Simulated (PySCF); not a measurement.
Basis and Hamiltonian dependence of the excitation energy of S²⁺

S²⁺ [Ne] 3s2 3p2 (3P) → S²⁺ [Ne] 3s2 3p1 4s1 (3P). Calculated with PySCF 2.14 from differences of total energies of unrestricted determinants, without spin-orbit coupling. Values in eV.

```json
{"basis": "aug-cc-pV(D+d)Z", "Hamiltonian": "non-relativistic", "functions": "32", "UHF": "18.012", "PBE": "18.050", "PBE0": "18.192", "MP2 (valence)": "17.995", "CCSD(T) (valence)": "17.940", "CCSD(T) (valence and next inner shell)": "n/a"}
{"basis": "ANO-RCC-VTZP", "Hamiltonian": "spin-free X2C", "functions": "34", "UHF": "18.266", "PBE": "18.090", "PBE0": "18.268", "MP2 (valence)": "18.272", "CCSD(T) (valence)": "18.216", "CCSD(T) (valence and next inner shell)": "18.207"}
{"basis": "aug-cc-pVTZ-DK", "Hamiltonian": "spin-free X2C", "functions": "50", "UHF": "17.928", "PBE": "17.886", "PBE0": "18.051", "MP2 (valence)": "18.005", "CCSD(T) (valence)": "17.966", "CCSD(T) (valence and next inner shell)": "n/a"}
{"basis": "x2c-TZVPPall with one added diffuse shell each of s, p, d type", "Hamiltonian": "spin-free X2C", "functions": "51", "UHF": "17.883", "PBE": "17.855", "PBE0": "18.016", "MP2 (valence)": "17.973", "CCSD(T) (valence)": "17.928", "CCSD(T) (valence and next inner shell)": "17.933"}
{"basis": "aug-cc-pV(T+d)Z with one added diffuse shell each of s, p, d, f type", "Hamiltonian": "non-relativistic", "functions": "71", "UHF": "17.945", "PBE": "17.904", "PBE0": "18.068", "MP2 (valence)": "18.027", "CCSD(T) (valence)": "17.971", "CCSD(T) (valence and next inner shell)": "n/a"}
{"basis": "def2-QZVPPD", "Hamiltonian": "non-relativistic", "functions": "79", "UHF": "17.891", "PBE": "17.834", "PBE0": "17.998", "MP2 (valence)": "17.999", "CCSD(T) (valence)": "17.935", "CCSD(T) (valence and next inner shell)": "17.946"}
{"basis": "aug-cc-pVQZ-DK", "Hamiltonian": "spin-free X2C", "functions": "84", "UHF": "17.867", "PBE": "17.810", "PBE0": "17.975", "MP2 (valence)": "17.968", "CCSD(T) (valence)": "17.918", "CCSD(T) (valence and next inner shell)": "n/a"}
{"basis": "aug-cc-pCVTZ-DK with one added diffuse shell each of s, p, d, f type", "Hamiltonian": "spin-free X2C", "functions": "91", "UHF": "17.856", "PBE": "17.808", "PBE0": "17.972", "MP2 (valence)": "17.937", "CCSD(T) (valence)": "17.892", "CCSD(T) (valence and next inner shell)": "17.915"}
```

Frozen in the all-electron rows: valence: [Ne]; valence and next inner shell: 1s2.
